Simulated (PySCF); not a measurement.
## Low-lying terms of Ba²⁺ (barium, charge +2)

Ground state [Xe], ¹S. Calculation: PySCF 2.14, in def2-TZVP with the def2 core potential (46 electrons) (6s4p3d1f, 40 functions); a scalar-relativistic core potential. Vertical excitation energies in eV without spin-orbit coupling; excited terms of each kind are numbered among those the solver found. Frozen: nothing.

```csv
term,leading excitation,EOM-EE-CCSD
1 3P°,5p → d,17.607
1 3F°,5p → d,18.335
1 1D°,5p → d,19.226
1 3D°,5p → d,19.415
1 1F°,5p → d,19.526
1 1P°,5p → s,20.402
1 3S,5p → p,24.002
1 1D,5p → p,24.350
1 3D,5p → p,24.353
1 1P,5p → p,24.506
1 3P,5p → p,24.520
1 1S,5p → p,24.669
2 3S,5p → p,29.939
2 1D,5p → p,30.023
```

The spin-orbit splitting of the hole, absent here, rivals or exceeds the spacing of these terms, so the LS terms are model states.

The solver can miss terms. Rydberg members are limited by the diffuse functions of the basis.
